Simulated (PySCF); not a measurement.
# Bond lengths and vibrations by method: AlCH4

These are calculations, not measurements. They come from PySCF 2.14.0, an open-source quantum chemistry program, on an isolated molecule that a program drew, which may never have been made. The molecule is AlCH4 (charge 0, doublet), drawn as the SMILES string `[CH2][AlH2]`.

The geometry was optimised and harmonic frequencies were computed with HF and MP2, all in the cc-pV(D+d)Z basis, for the commonest isotopes, with a restricted reference for singlets and an unrestricted one otherwise, and a frozen core in MP2. Each result is a local minimum of its method.

Geometry at the HF minimum:
```xyz
6
AlCH4, angstrom
C     0.2217    2.1296    2.8203
Al   -0.4804    0.3893    2.3623
H     0.5641    2.4071    3.8173
H     0.3226    2.9532    2.1134
H    -0.5820   -0.7333    3.4714
H    -0.9501    0.0965    0.8811
```

Lengths of the bonds as drawn, in Å (atoms numbered as above):
| bond | HF | MP2 |
|---|---|---|
| C1-Al2 | 1.932 | 1.935 |
| C1-H3 | 1.090 | 1.100 |
| C1-H4 | 1.090 | 1.100 |
| Al2-H5 | 1.581 | 1.580 |
| Al2-H6 | 1.581 | 1.580 |

Rotational constants, in GHz:
| constant | HF | MP2 |
|---|---|---|
| A | 92.91 | 92.19 |
| B | 11.91 | 11.86 |
| C | 10.55 | 10.51 |

Harmonic frequencies in cm^-1, each column in rising order, so a row needn't be the same motion in every method:
| rank | HF | MP2 |
|---|---|---|
| 1 | 271 | 273 |
| 2 | 431 | ? |
| 3 | 600 | 590 |
| 4 | 681 | 665 |
| 5 | 705 | 695 |
| 6 | 761 | 728 |
| 7 | 850 | 818 |
| 8 | 1486 | 1405 |
| 9 | 1982 | 1970 |
| 10 | 1991 | 1972 |
| 11 | 3236 | 3162 |
| 12 | 3317 | 3254 |

**Estimate the missing MP2 frequency from the HF column.**

A single factor s that minimises the squared misfit of MP2 against s times HF over the other rows is sum(HF x MP2) / sum(HF^2) = 0.9794, with an rms misfit of 20 cm^-1. For rank 2 it gives 0.9794 x 431 = 422 cm^-1. The calculation gives 411 cm^-1, 11 cm^-1 below the estimate. The drawn bonds are on average 0.4 % longer in MP2 than in HF.
